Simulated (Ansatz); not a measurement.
Geometry optimisation, RKS PBE-D4/def2-mTZVP in Ansatz 0.2.0.

The input (input.yaml):

```yaml
crystal:
  periodic: [false, false, false]
  atoms:
    - { symbol: Ge, position_ang: [-0.421018, 1.5e-05, -0.412247] }
    - { symbol: F, position_ang: [0.046009, 0.001372, 2.448186] }
    - { symbol: H, position_ang: [1.007749, -0.000806, 0.15552] }
    - { symbol: H, position_ang: [-0.617729, 1.275166, -1.27123] }
    - { symbol: H, position_ang: [-0.617908, -1.27442, -1.272624] }
    - { symbol: H, position_ang: [-1.586635, -0.00086, 0.611733] }
    - { symbol: H, position_ang: [-0.880268, -0.000467, 2.334062] }
basis:
  gaussian: { orbitals: def2-mTZVP }
hamiltonian:
  xc: pbe
  dispersion: d4
relax:
  f_tol: 0.03
  max_steps: 50
```

Run as:

```bash
$ ansatz run input.yaml --threads 1 --pin off --max-ram 2048MiB --backend cpu --events-out ev --progress --plain --runs-dir out
```

Where does it end, and by what steps?

The forces met the threshold. The force dipped under the threshold on the way, but the program's further checks kept it going. After 9 steps the energy has fallen by 0.209 eV; F2 moved furthest, 0.77 Å.

```
step  energy less start (eV)  largest force component (eV/Å)  accepted
   0                  0.0000                           0.629       yes
   1                 -0.1085                           0.829       yes
   2                 -0.1181                           1.798       yes
   3                 -0.1410                           2.084       yes
   4                 -0.1802                           1.251       yes
   5                 -0.2039                           0.509       yes
   6                 -0.2087                           0.016       yes
   7                 -0.2003                           0.565        no
   8                 -0.2088                           0.091       yes
   9                 -0.2090                           0.009       yes
```

```xyz
7
Properties=species:S:1:pos:R:3
Ge -0.401 0.007 -0.582
F -0.305 -0.034 3.135
H 1.069 0.019 -0.120
H -0.726 1.262 -1.416
H -0.721 -1.281 -1.367
H -1.319 0.031 0.679
H -0.667 -0.004 2.263
```

Whether the end is a true minimum wasn't checked by a vibrational analysis.

Time of the run: 15 s on 1 thread of Arm Neoverse V1, with other jobs on the host, peak memory 0.11 GiB.
